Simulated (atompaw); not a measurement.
Before and after: PAW (atompaw) potential for Re (Z = 75)

atompaw 4.2.0.5 input, output lines left out:

```
Re 75
LDA-PW loggrid 2001 logderivrange -7 5 301
6 6 5 4 0 0
6 1 0
5 2 5
0 0 0
c
c
c
c
v
v
c
c
c
v
v
c
c
v
v
3
2.10 1.90 1.45 1.30
n
n
y
1.3
n
y
-0.4
n
custom polynom gramschmidtortho sinc
4 0 troulliermartins
2.05
2.10
1.40
2.10
2.10
2.10
0.95
0.95
```

All-electron outer shells of the reference configuration (LDA (PW92), non-relativistic, ld1.x):

```json
{"shell": "4p", "level (eV)": "-416.21", "outermost node (bohr)": "0.25", "outermost maximum (bohr)": "0.45"}
{"shell": "4d", "level (eV)": "-258.96", "outermost node (bohr)": "0.22", "outermost maximum (bohr)": "0.45"}
{"shell": "5s", "level (eV)": "-69.86", "outermost node (bohr)": "0.57", "outermost maximum (bohr)": "1.02"}
{"shell": "4f", "level (eV)": "-52.38", "outermost node (bohr)": "–", "outermost maximum (bohr)": "0.41"}
{"shell": "5p", "level (eV)": "-44.38", "outermost node (bohr)": "0.58", "outermost maximum (bohr)": "1.10"}
{"shell": "5d", "level (eV)": "-7.04", "outermost node (bohr)": "0.62", "outermost maximum (bohr)": "1.39"}
{"shell": "6s", "level (eV)": "-5.09", "outermost node (bohr)": "1.36", "outermost maximum (bohr)": "2.84"}
{"shell": "6p", "level (eV)": "-1.59", "outermost node (bohr)": "1.54", "outermost maximum (bohr)": "3.74"}
```

Change: local potential troulliermartins scheme with l = 4 at 0 Ry, radius 1.76 bohr.

Cutoffs: the cutoffs (Ry, on a coarse ladder) from which the occupation-weighted sum of valence levels, in a spherical-Bessel basis at the reference potential, stays within 10 and 1 mRy of its value at 400 Ry; they do not see the model core or the augmentation charge, which bear on the density cutoff.

Question: What does the change do?

Answer: The range in which the s phases agree widens (upper end 1.8 → at the end of the scan); neither file shows a bound ghost.

| quantity | base | changed |
| --- | --- | --- |
| cutoff, loose | 300 Ry | 300 Ry |
| cutoff, tight | over 300 Ry | over 300 Ry |
| bound ghosts | none | none |
| s: phases at 2.10 bohr within 0.05 rad from the reference energy up to (Ry; the scan ends near 5) | 1.8 | to the end of the scan |
| p: phases at 2.10 bohr within 0.05 rad from the reference energy up to (Ry; the scan ends near 5) | 1.7 | 2.1 |
| d: phases at 2.10 bohr within 0.05 rad from the reference energy up to (Ry; the scan ends near 5) | to the end of the scan | to the end of the scan |
| f: phases at 2.10 bohr within 0.05 rad from the reference energy up to (Ry; the scan ends near 5) | to the end of the scan | to the end of the scan |
| lowest overlap eigenvalue by channel | s 0.64, p 0.65, d 0.91, f 0.99 | s 0.70, p 0.65, d 0.91, f 0.99 |

 The cutoffs see the waves, projectors and local potential, not the compensation charge or the core.
